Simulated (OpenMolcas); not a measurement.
# Ionisation energies of tungsten

| Item | Value |
| --- | --- |
| Program | OpenMolcas 26.06 |
| Basis | ANO-RCC-VDZP [7s6p4d2f1g] |
| Scalar Hamiltonian | DKH2, point nucleus |
| Spin-orbit coupling | RASSI with atomic mean-field integrals over the reference wave functions, term energies averaged over their components |

Active shells in each charge state: the valence d shell, with orbitals averaged over the low states. Where CASPT2's correlated closed shells are named, they are those of the first ion.

A. CASSCF
B. SS-CASPT2, IPEA 0.25 Eh, imaginary shift 0.1 Eh (closed shells correlated: 5s 5p)
C. SS-CASPT2, IPEA 0.25 Eh, imaginary shift 0.1 Eh (closed shells correlated: none)
D. SS-CASPT2, IPEA 0 Eh, imaginary shift 0.1 Eh (closed shells correlated: 5s 5p)
E. SS-CASPT2, IPEA 0.25 Eh, imaginary shift 0.1 Eh (closed shells correlated: 4f 5s 5p)

Energies in eV between the lowest computed levels, named as in B; reference values from the NIST Atomic Spectra Database with their kind.

```json
{"From": "W2+ 5d⁴ ⁵D₀", "To": "W3+ 5d³ ⁴F_3/2", "A": "24.663", "B": "25.129", "C": "24.940", "D": "25.167", "E": "25.358", "Spin-orbit share in B": "-0.290", "Reference": "26.000 (semi-empirical)"}
{"From": "W3+ 5d³ ⁴F_3/2", "To": "W4+ 5d² ³F₂", "A": "36.574", "B": "36.918", "C": "36.722", "D": "36.958", "E": "37.229", "Spin-orbit share in B": "-0.361", "Reference": "38.200 (semi-empirical)"}
{"From": "W4+ 5d² ³F₂", "To": "W5+ 5d ²D_3/2", "A": "50.374", "B": "50.715", "C": "50.453", "D": "50.761", "E": "51.094", "Spin-orbit share in B": "+0.399", "Reference": "51.600 (semi-empirical)"}
{"From": "W5+ 5d ²D_3/2", "To": "W6+ 5p⁶ ¹S₀", "A": "63.829", "B": "64.160", "C": "63.829", "D": "64.196", "E": "64.564", "Spin-orbit share in B": "+0.754", "Reference": "64.770 (semi-empirical)"}
```

The lowest level within the active space need not be the ion's true ground level.
